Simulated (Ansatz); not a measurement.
Molecule: CH$_{7}$N$_{2}$Si, net charge 0, doublet state. It need not be the lowest isomer of its formula. 
Geometry from a B3LYP-D3(BJ)/def2-TZVP (Ansatz, a quantum-chemistry and plane-wave program) optimisation:
```
Si
N 1 1.7224
H 2 1.0050 1 123.30
H 2 1.0087 3 113.13 1 168.49
N 1 1.7334 2 105.35 3 147.56
H 5 1.0089 1 119.92 2 -59.85
H 5 1.0090 6 110.72 1 146.00
C 1 1.8884 2 114.70 3 -96.96
H 8 1.0907 1 110.55 2 60.84
H 8 1.0922 9 107.96 1 -122.02
H 8 1.0944 9 108.35 10 -117.70
```
Charge 0, spin multiplicity 2.

Parts of the frozen-core correlation energy in cc-pwCVTZ (Ansatz, hartree). Frozen orbitals: 8; correlated occupied orbitals by spin: 13 and 12; virtual: 265 and 266. UHF or UKS for open shells. Spin-orbit coupling is left out. Non-relativistic.

| term | value |
|---|---|
| reference (HF) | -439.88810 |
| MP2 opposite-spin | -0.55499 |
| MP2 same-spin | ___ |
| CCSD correlation | ___ |
| (T) | ___ |
| T1 diagnostic | 0.013 |
| largest doubles amplitude | 0.020 |
| <S^2> of the reference | 0.755 |

Question: Fill in the missing entries.

Answer: 
- MP2 same-spin, value: -0.16803
- CCSD correlation, value: -0.75868
- (T), value: -0.02975
